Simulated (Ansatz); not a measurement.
Cost and result up the ladder for `C=CCCCCCCCCC[SeH]` (34 atoms). Total charge 0; singlet. Geometry: PBE-D4/def2-SVP.

```xyz
34

C    -4.939   -3.670    1.262
C    -4.238   -3.136    0.248
C    -2.829   -2.624    0.339
C    -2.714   -1.111    0.079
C    -1.275   -0.591    0.110
C    -1.172    0.922   -0.107
C     0.252    1.490   -0.052
C     1.158    1.054   -1.212
C     2.526    1.749   -1.245
C     3.450    1.391   -0.072
C     4.799    2.099   -0.157
Se    6.082    1.604    1.265
H    -4.493   -3.793    2.264
H    -5.979   -4.009    1.134
H    -4.725   -3.034   -0.741
H    -2.406   -2.865    1.339
H    -2.193   -3.157   -0.406
H    -3.327   -0.569    0.832
H    -3.171   -0.869   -0.907
H    -0.808   -0.853    1.088
H    -0.678   -1.131   -0.658
H    -1.633    1.183   -1.087
H    -1.794    1.433    0.661
H     0.197    2.601   -0.048
H     0.715    1.208    0.920
H     1.311   -0.047   -1.184
H     0.629    1.261   -2.169
H     3.042    1.491   -2.197
H     2.376    2.852   -1.273
H     2.964    1.655    0.892
H     3.611    0.291   -0.040
H     5.334    1.833   -1.093
H     4.685    3.201   -0.152
H     5.243    2.140    2.369
```

Ansatz on 4 threads of Arm Neoverse V1 on a shared host. Times are rough, and most runs start from the orbitals of an earlier one. r2SCAN0-D4/def2-TZVP serves as the yardstick here, not as an exact answer. Differences are given only for rows in sets of like size (and for xTB, whose basis is part of the method), since another set adds its own error. Binding counts from free atoms at the same level (C triplet, Se triplet, H doublet; other spins of the atoms weren't run), without zero-point energy or a counterpoise term.

The 6-31G sets use Cartesian d functions. B3LYP takes the VWN-RPA correlation. Correlated methods freeze 20 core orbitals; core or outer-core shells of Se are correlated, in sets that lack core-valence functions. The rows differ in basis, and correlated rows in double-zeta sets carry the largest basis error.

Run but left out: HF/STO-3G, HF/6-31G, HF/def2-TZVP (restricted singlet, unstable in another Hartree–Fock run and untested here).

Correlated methods converge slowly with the basis, most of all in double-zeta sets.

```csv
level,functions,wall time
B3LYP-D4/6-31G,172,5.5 s
PBE-D4/def2-SVP,296,6 s
PBE-D4/def2-TZVP,521,13 s
PBE0-D4/def2-SVP,296,14 s
MP2/def2-SVP,296,16 s
r2SCAN-D4/def2-TZVP (with forces),521,26 s
PBE0-D4/def2-TZVP,521,33 s
r2SCAN0-D4/def2-TZVP,521,42 s
```

Q: Estimate what each level gives for the binding energy per atom (eV).

A: 
```tsv
level	binding energy per atom (eV)	difference from r2SCAN0-D4/def2-TZVP (eV)	remarks
B3LYP-D4/6-31G	4.09	–	–
PBE-D4/def2-SVP	4.27	–	–
PBE-D4/def2-TZVP	4.23	0.11	–
PBE0-D4/def2-SVP	4.23	–	–
MP2/def2-SVP	4.02	–	restricted SCF unstable
r2SCAN-D4/def2-TZVP (with forces)	4.15	0.04	–
PBE0-D4/def2-TZVP	4.18	0.06	–
r2SCAN0-D4/def2-TZVP	4.11	0.00	–
```
